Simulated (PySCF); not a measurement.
The multiplicity is imposed and other spin states were not computed.

# [Cd(Cl)2] (charge 0, multiplicity 1)

The numbers are results of PySCF 2.14.0 with TPSSh-D3(BJ)/def2-TZVP // r2SCAN-D4/def2-SVP, not measurements.

```
Item                                                                    Result
-------------------------------------  ---------------------------------------
HOMO                                                                  -8.15 eV
dipole moment                                                           0.00 D
LUMO                                                                  -2.64 eV
HOMO–LUMO gap                                                          5.51 eV
charge on the central atom (Mulliken)                                   0.81 e
total energy                                                     -1088.2561 Ha
cost                                   about 110 core-seconds (a rough figure)
```

Bonded distances (Å): Cd1–Cl2 2.276, Cd1–Cl3 2.276. Bond angles (°): Cl2–Cd1–Cl3 180.0.
Charge 0, spin multiplicity 1.
